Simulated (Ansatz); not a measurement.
The cluster Cd3Te4⁻. Charge -1, multiplicity 2. Geometry PBE-D4/def2-SVP, that of the neutral singlet; atoms count from 1.

```xyz
7

Cd    0.010    3.097   -0.512
Cd   -1.327   -1.114    1.320
Cd    1.414    0.666    0.813
Te   -0.146    0.572    3.028
Te   -0.472   -0.320   -2.135
Te    2.241   -0.388   -1.565
Te   -1.721   -2.512   -0.949
```

In the def2 sets Cd, Te take a core potential; there is no spin–orbit coupling. The structure comes from a short search, and lower isomers may exist.

Question: Estimate the Mulliken populations from the PBE0/def2-TZVP orbitals of Ansatz.

Answer: 
```json
{"atom": "Cd1", "charge (e)": "-0.01", "spin (α − β)": "0.04", "d electrons": "10.00"}
{"atom": "Cd2", "charge (e)": "0.41", "spin (α − β)": "0.04", "d electrons": "9.99"}
{"atom": "Cd3", "charge (e)": "0.35", "spin (α − β)": "0.13", "d electrons": "10.00"}
{"atom": "Te4", "charge (e)": "-0.61", "spin (α − β)": "-0.01", "d electrons": "–"}
{"atom": "Te5", "charge (e)": "-0.22", "spin (α − β)": "0.34", "d electrons": "–"}
{"atom": "Te6", "charge (e)": "-0.44", "spin (α − β)": "0.18", "d electrons": "–"}
{"atom": "Te7", "charge (e)": "-0.48", "spin (α − β)": "0.27", "d electrons": "–"}
```
Mulliken values and Mayer orders depend strongly on the basis.

Question: Where does the spin sit?

Answer: Summed by element: Cd 0.21, Te 0.79, of 1 unpaired in all. Largest on single atoms: Te5 0.34, Te7 0.27, Te6 0.18.

Question: And the Mayer bond orders between bonded heavy atoms (over 0.3)?

Answer: Cd1–Cd3 0.33 (3.10 Å); Cd2–Te4 0.93 (2.67 Å); Cd2–Te7 0.97 (2.69 Å); Cd3–Te4 0.78 (2.71 Å); Cd3–Te6 0.87 (2.73 Å); Te5–Te6 0.94 (2.77 Å); Te5–Te7 0.83 (2.79 Å).
